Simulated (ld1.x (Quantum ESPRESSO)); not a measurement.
## Reading a pseudo-wave (cobalt (Co))

Columns: radius, all-electron u(r) and pseudo u(r) of the 3p shell (level -79.30 eV) of cobalt in the configuration [Ne] 3s2 3p6 3d7 4s0.5 4p0; PBEsol, scalar-relativistic, TM scheme, ld1.x (Quantum ESPRESSO) 7.5.

```tsv
r (bohr)	all-electron	pseudo
0.090	0.5303	-0.0530
0.180	0.5419	-0.2013
0.270	0.0840	-0.4157
0.360	-0.4368	-0.6589
0.450	-0.8363	-0.8944
0.540	-1.0764	-1.0816
0.630	-1.1795	-1.1795
0.720	-1.1844	-1.1844
0.810	-1.1273	-1.1273
0.900	-1.0357	-1.0357
0.990	-0.9286	-0.9286
1.080	-0.8181	-0.8181
1.170	-0.7114	-0.7114
1.260	-0.6125	-0.6125
1.350	-0.5233	-0.5233
1.440	-0.4443	-0.4443
1.530	-0.3754	-0.3754
1.620	-0.3159	-0.3159
1.710	-0.2649	-0.2649
1.800	-0.2215	-0.2215
1.890	-0.1848	-0.1848
1.980	-0.1538	-0.1538
2.070	-0.1278	-0.1278
2.160	-0.1060	-0.1060
2.250	-0.0878	-0.0878
2.340	-0.0726	-0.0726
```

Q: How many radial nodes do the two functions have?

A: The all-electron 3p function has n − l − 1 = 1; the pseudo-wave has 0, since the states of the same l below it are removed with the core.

Q: At about which radius was the pseudo-wave matched?

A: 0.66 bohr, where the columns begin to agree (steps of 0.09 bohr).

Q: Is the pseudo-wave norm-conserving?

A: Yes: the TM scheme keeps the norm inside the radius equal to the all-electron one, which fixes the energy derivative of the logarithmic derivative at the level.
